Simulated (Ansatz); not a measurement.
Compare A (`O[SiH2]O[SiH2][SiH3]`) with its isomer B (`O[SiH](O)[SiH2][SiH3]`).

Computed with Ansatz on PBE0-D4/def2-TZVP structures; ΔE is electronic, products minus reactants. CBS: MP2 limit from def2 TZ/QZ plus the TZ coupled-cluster correction, frozen cores. Functionals use def2-TZVPP. B3LYP here is the variant with VWN-RPA as its local correlation; programs differ in this. Each species was taken in one conformer, which may not be the lowest.

**Question.** Which is lower in electronic energy at CCSD(T)/CBS, and by how much? (Best estimate.)

**Answer.** The calculation gave: A, by 23.6 kcal/mol.

**Question.** Give E(B) − E(A) in kcal/mol with HF/def2-TZVPP, PBE-D4, CCSD/def2-TZVPP, B3LYP-D4, B3LYP, ωB97M-V, r2SCAN-D4. (Best estimate.)

**Answer.** The calculation gave: HF/def2-TZVPP 30.3, PBE-D4 17.1, CCSD/def2-TZVPP 24.6, B3LYP-D4 23.6, B3LYP 23.6, ωB97M-V 23.8, r2SCAN-D4 21.7. None reverses the order clearly.

Largest T1 diagnostic: 0.013.

From PBE to PBE0 (25 % exact exchange), in def2-TZVPP and without D4, E(B) − E(A) moves by +2.2 kcal/mol. In def2-TZVPP, CCSD(T) changes the Hartree–Fock value by −6.8 kcal/mol (the triples alone add −1.0 kcal/mol) and MP2 by −5.4 kcal/mol.
